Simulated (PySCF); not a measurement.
# S²⁺: excitation energy

S²⁺ [Ne] 3s2 3p2 (3P) → S²⁺ [Ne] 3s1 3p2 3d1 (high-spin determinant), as a difference of total energies. Computed with PySCF 2.14 in aug-cc-pCVTZ-DK with one added diffuse shell each of s, p, d, f type (9s8p6d4f, 91 functions), with scalar relativity by spin-free X2C-1e. Correlated levels: valence: [Ne] frozen; valence and next inner shell: 1s2 frozen; nothing frozen. The calculations carry no spin-orbit coupling.

```tsv
method	excitation energy (eV)
UHF	22.373
LDA	23.067
PBE	22.870
PBE0	23.038
r2SCAN	22.575
BP86	22.919
PW91	22.874
B97-3	23.528
CAM-B3LYP	23.701
MP2 (valence)	23.507
SCS-MP2 (valence)	24.107
MP2 (valence and next inner shell)	23.706
SCS-MP2 (valence and next inner shell)	24.257
MP2 (all electrons)	23.700
SCS-MP2 (all electrons)	24.253
```

**Question.** How much does correlation contribute at MP2 (all electrons)?

**Answer.** 23.700 − (22.373) = 1.327 eV, measured against UHF.

A first-order spin-orbit estimate (lowest level to lowest level, LS coupling) adds 0.016 eV.

The promoted electron is Rydberg-like, and one or two diffuse shells describe it only roughly, which tends to raise the upper state.

The determinant of the upper state mixes LS terms, which raises its energy above the lowest term, most at the Hartree-Fock and MP2 levels.
